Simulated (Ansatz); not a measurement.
Mulliken charges of Cl$_{2}$H$_{3}$NOZr, SMILES `[NH2][Zr]([OH])([Cl])[Cl]` from B3LYP/def2-TZVPP in Ansatz (PBE0-D4/def2-TZVP geometry).

| atom | x (Å) | y (Å) | z (Å) | charge (e) |
| --- | --- | --- | --- | --- |
| N1 | -0.960 | 0.946 | 0.690 | -0.532 |
| Zr2 | 0.231 | -0.120 | -0.520 | 1.212 |
| O3 | 1.039 | -1.429 | 0.588 | -0.495 |
| Cl4 | -1.076 | -1.081 | -2.237 | -0.331 |
| Cl5 | 1.820 | 1.324 | -1.506 | -0.331 |
| H6 | -1.537 | 1.725 | 0.398 | 0.141 |
| H7 | -1.082 | 0.795 | 1.682 | 0.143 |
| H8 | 1.564 | -2.160 | 0.905 | 0.192 |

Problem. By hand: the dipole of these point charges (1 e Å = 4.8032 D).

Solution. Σ q r = (-0.041, -0.080, 0.421) e Å, of length 0.430 e Å = 2.07 D.

Problem. How does the dipole of the full density compare? (Estimate.)

Solution. Computed: (-0.044, -0.156, 0.682) e Å, 3.37 D; the point charges give 0.61 times that, at 3° from its direction.

Point charges leave out the atoms' own dipoles, such as those of lone pairs, and Mulliken's split depends on the basis, so the two needn't agree.

B3LYP here is the variant with VWN-RPA as its local correlation; programs differ in this.
